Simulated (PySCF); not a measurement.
CdMe2, C₂H₆Cd (singlet state).
Bonds: Cd1–C2, Cd1–C6. Hydrogens: H3, H4, H5 on C2; H7, H8, H9 on C6.

Computed by this run: PBE0-D3(BJ)/def2-SVP geometry optimisation, gas phase, def2 core potentials past Kr in PySCF 2.14.0; density fitting, grid level 1; the optimiser is geomeTRIC in internal coordinates, started from a GFN2-xTB structure with every atom displaced at random (about 0.03 Å).

Step 0: E = -6730.7751 eV
```
atom  x, y, z in Å  |  force x, y, z in eV/Å
Cd1     0.0844   -0.0587    0.0124   -0.426   0.255  -0.334
C2     -0.0196   -0.0277    2.2061    2.514   0.391  -0.285
H3     -0.4988    0.8951    2.5867    0.262  -0.121  -0.132
H4      1.1048   -0.1030    2.6073   -2.425   0.151  -0.613
H5     -0.6015   -0.8752    2.5475   -0.152  -0.550   0.272
C6     -0.0065    0.0309   -2.2196    1.997  -1.449   1.774
H7     -0.9894    0.0095   -2.5892   -1.826  -0.015  -0.557
H8      0.5547   -0.8514   -2.6204   -0.355   0.438   0.182
H9      0.5044    0.9111   -2.5565    0.410   0.900  -0.307
```

Step 1: E = -6731.0974 eV
```
atom  x, y, z in Å  |  force x, y, z in eV/Å
Cd1     0.0667   -0.0417   -0.0083   -0.246   0.125   0.109
C2      0.0015   -0.0291    2.1043   -0.056  -0.092  -0.241
H3     -0.4589    0.8953    2.4807   -0.031   0.016   0.028
H4      1.0215   -0.0954    2.4920    0.202  -0.023   0.220
H5     -0.5737   -0.8931    2.4702    0.005   0.030   0.071
C6      0.0133    0.0197   -2.1130    0.261  -0.114   0.135
H7     -1.0214   -0.0010   -2.4841    0.026   0.049  -0.066
H8      0.5570   -0.8529   -2.5062   -0.055   0.008  -0.139
H9      0.5268    0.9289   -2.4613   -0.106   0.002  -0.118
```

Q: Estimate the geometry and energy of step 2. (The exact step hangs on the optimiser's Hessian estimate; all steps are aligned on step 1, rigid shifts and turns removed.)

A: E = -6731.1116 eV, largest force 0.203 eV/Å
```
atom  x, y, z in Å  |  force x, y, z in eV/Å
Cd1     0.0465   -0.0303   -0.0021   -0.117   0.063  -0.042
C2      0.0042   -0.0313    2.1160    0.071  -0.066  -0.116
H3     -0.4577    0.8910    2.4979   -0.019   0.015   0.020
H4      1.0256   -0.0983    2.5200    0.004  -0.001   0.050
H5     -0.5712   -0.8918    2.4912   -0.002   0.018   0.027
C6      0.0196    0.0171   -2.1238    0.112  -0.035   0.166
H7     -1.0129    0.0008   -2.5057    0.026   0.022  -0.015
H8      0.5564   -0.8533   -2.5305   -0.020  -0.012  -0.051
H9      0.5223    0.9266   -2.4887   -0.055  -0.005  -0.039
```

The energy changes by -0.0142 eV. The first-order estimate −F·Δx gives -0.0226 eV and the mean of the old and new forces, exact on a quadratic surface, -0.0144 eV. The step makes an angle of 58° with the force vector and moves no atom by more than 0.028 Å.

The cost below is that of the whole optimisation. Time: 24 s of wall time; peak memory 0.35 GiB. Hardware: Arm Neoverse N1, one thread, no GPU (shared host).
